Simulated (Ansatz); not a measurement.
Input file for Ansatz (a first-principles code): U-CCSD(T)/cc-pVDZ on BrFGe (SMILES [F][Ge][Br]), a point of a bond scan (R = 3.083 Å). The run froze 29 orbitals, filled d shells among them.

Ansatz 0.2 input:
```yaml
crystal:
  periodic: [false, false, false]
  atoms:
    - {symbol: Ge, position_ang: [0.54012837, -0.45604254, 0.81246222]}
    - {symbol: F, position_ang: [2.20330858, -1.98193411, -1.28804852]}
    - {symbol: Br, position_ang: [-0.87710746, 0.75843391, -0.64309499]}
basis:
  gaussian:
    orbitals: cc-pVDZ
correlation: {method: ccsd_t, electrons: outside_noble_gas}
scf: {omitted_lower_state_checks: [cluster_reference]}
magnetization: {spin_polarized: true, initial_magnetization: 0}
```

The log:

```
WARN ansatz: RAYON_NUM_THREADS=1 ignored (pool sized by the plan → 1); use --threads N
Functional definition: HF
these checks for a lower state are left out or cut short: cluster_reference
integrals: 0.08 GiB planned
775 factors; integrals over basis functions are off by at most 8.4e-4 eV
mean field: 0.36 GiB planned
mean field evaluation 1: about -129170.2087 eV, gradient 3.0e1 eV
mean field evaluation 2: about -129170.2097 eV, gradient 3.0e1 eV
mean field evaluation 4: about -129173.9457 eV, gradient 5.7e0 eV
mean field evaluation 8: about -129174.2832 eV, gradient 1.2e-1 eV
mean field evaluation 16: about -129175.3474 eV, gradient 2.7e0 eV
mean field evaluation 32: about -129174.4151 eV, gradient 1.9e0 eV
mean field evaluation 64: about -129171.9017 eV, gradient 2.1e1 eV
mean field evaluation 96: about -129175.7104 eV, gradient 2.4e-1 eV
mean field evaluation 128: about -129175.7432 eV, gradient 2.6e0 eV
mean field evaluation 160: about -129175.7280 eV, gradient 2.0e-1 eV
mean field evaluation 192: about -129175.7101 eV, gradient 2.4e-6 eV
mean field evaluation 224: about -129175.6746 eV, gradient 2.3e-1 eV
mean field -129175.76777799 eV, -4747.1219073610 hartree, gradient 1.0e-6 eV, S^2 0.947301; 18 other end points of the search recorded, 0 dependent functions left out
29 core orbitals not correlated
reference -129175.76777799 eV, -4747.1219073610 hartree; 9, 9 occupied and 30, 30 virtual orbitals, 775 factors
second order -8.55050492 eV of doubles, -0.00000000 eV of singles
coupled cluster: 0.13 GiB planned
cycle   1  -9.18739667 eV  change   -6.4e-1 eV  update   9.6e-2
cycle   2  -9.47365716 eV  change   -2.9e-1 eV  update   4.0e-2
cycle   3  -9.54927382 eV  change   -7.6e-2 eV  update   4.0e-2
cycle   4  -9.59559985 eV  change   -4.6e-2 eV  update   3.1e-2
cycle   5  -9.64699754 eV  change   -5.1e-2 eV  update   2.2e-2
cycle   6  -9.69942228 eV  change   -5.2e-2 eV  update   1.3e-2
cycle   7  -9.71165034 eV  change   -1.2e-2 eV  update   7.1e-3
cycle   8  -9.72410317 eV  change   -1.2e-2 eV  update   5.4e-3
cycle   9  -9.74509983 eV  change   -2.1e-2 eV  update   4.0e-3
cycle  10  -9.74172325 eV  change    3.4e-3 eV  update   2.3e-3
cycle  11  -9.74773840 eV  change   -6.0e-3 eV  update   1.3e-3
cycle  12  -9.74968761 eV  change   -1.9e-3 eV  update   6.1e-4
cycle  13  -9.74872087 eV  change    9.7e-4 eV  update   3.9e-4
cycle  14  -9.74900034 eV  change   -2.8e-4 eV  update   2.7e-4
cycle  15  -9.74907885 eV  change   -7.9e-5 eV  update   2.1e-4
cycle  16  -9.74892231 eV  change    1.6e-4 eV  update   1.5e-4
cycle  17  -9.74893629 eV  change   -1.4e-5 eV  update   8.7e-5
cycle  18  -9.74893542 eV  change    8.7e-7 eV  update   6.4e-5
cycle  19  -9.74899561 eV  change   -6.0e-5 eV  update   5.1e-5
cycle  20  -9.74899595 eV  change   -3.5e-7 eV  update   4.1e-5
cycle  21  -9.74899328 eV  change    2.7e-6 eV  update   3.6e-5
cycle  22  -9.74899793 eV  change   -4.6e-6 eV  update   3.2e-5
cycle  23  -9.74903520 eV  change   -3.7e-5 eV  update   2.5e-5
cycle  24  -9.74906022 eV  change   -2.5e-5 eV  update   1.8e-5
cycle  25  -9.74907258 eV  change   -1.2e-5 eV  update   1.4e-5
cycle  26  -9.74906120 eV  change    1.1e-5 eV  update   1.1e-5
cycle  27  -9.74904315 eV  change    1.8e-5 eV  update   9.1e-6
cycle  28  -9.74902522 eV  change    1.8e-5 eV  update   6.6e-6
cycle  29  -9.74901770 eV  change    7.5e-6 eV  update   4.5e-6
coupled cluster: 0.13 GiB planned
perturbative correction -0.25520860 eV, -0.0093787432 hartree
Total energy: -129185.77200430 eV, -4747.4895558966 hartree
Checks for a lower state left out: cluster_reference
```

Self-consistency was reached. Its determinant has ⟨S²⟩ = 0.95, a mixture of spin states.

Cost: very roughly 30 core-seconds.
